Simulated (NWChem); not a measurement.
C₄H₆O; SMILES O=C1CCC1

```xyz
11

O     -0.0349    -1.8677     0.0000
C      0.0159    -0.6742     0.0000
C      0.0379     0.3835     1.1021
C     -0.0628     1.4659     0.0000
C      0.0379     0.3835    -1.1021
H      0.9823     0.3770     1.6707
H     -0.7917     0.3118     1.8231
H      0.7463     2.2087     0.0000
H     -1.0219     2.0022     0.0000
H      0.9823     0.3770    -1.6707
H     -0.7917     0.3118    -1.8231
```
Atoms are numbered in this order, from 1.

Computed with NWChem. Pople sets run with spherical d functions. Structure relaxed at the PBE0/def2-SVP level.

Q: Order these runs by computing time, cheapest first, and give rough ratios: B3LYP/STO-3G; B3LYP/def2-SVP; B3LYP/def2-TZVP.

A: B3LYP/STO-3G (1), B3LYP/def2-SVP (3), B3LYP/def2-TZVP (10). Ratios are rough, from one shared machine; the cheapest took roughly 3 core-seconds. What differs between the cheapest and the dearest: highest occupied level (eV) -4.03 → -6.94; orbital gap (eV) 6.43 → 5.99; dipole (D) 1.62 → 2.98.
